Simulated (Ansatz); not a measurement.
SnN₂H₄⁻, that is Sn(NH2)2 with one electron more. The state is a doublet with charge -1. Geometry PBE0-D4/def2-TZVP, that of the neutral singlet; atoms count from 1.

Cartesian coordinates in Å:
```
Sn -0.1198 -1.3869 0.0227
N 0.3577 -0.0727 -1.4339
H 0.5879 -0.3590 -2.3715
H 0.4187 0.9288 -1.3324
N -0.3682 0.0369 1.4326
H -0.6253 -0.1767 2.3824
H -0.2510 1.0296 1.3001
```

In the def2 sets Sn takes a core potential; there is no spin–orbit coupling. The highest occupied level of the charge -1 doublet lies above zero (up to 2.01 eV). By energy differences it is unbound by 0.37 eV (vertical, to the charge 0 singlet, at PBE0-D4/def2-TZVPD) and held by the finite basis.

(1) Estimate the Mulliken populations from the PBE0/def2-TZVPD orbitals of Ansatz.

(2) Where does the spin sit?

(3) And the Mayer bond orders between bonded heavy atoms (over 0.3)?

## Answers

(1) 
```tsv
atom	charge (e)	spin (α − β)
Sn1	-0.34	0.94
N2	-0.53	0.06
H3	0.09	-0.02
H4	0.11	-0.01
N5	-0.53	0.06
H6	0.09	-0.02
H7	0.11	-0.01
```
Mulliken values and Mayer orders depend strongly on the basis. With diffuse functions, as here, like atoms can get unlike values, and bond orders can come out too low or too high.

(2) Summed by element: Sn 0.94, N 0.11, H -0.05, of 1 unpaired in all. Largest on single atoms: Sn1 0.94, N2 0.06, N5 0.06.

(3) Sn1–N2 0.79 (2.02 Å); Sn1–N5 0.79 (2.02 Å).
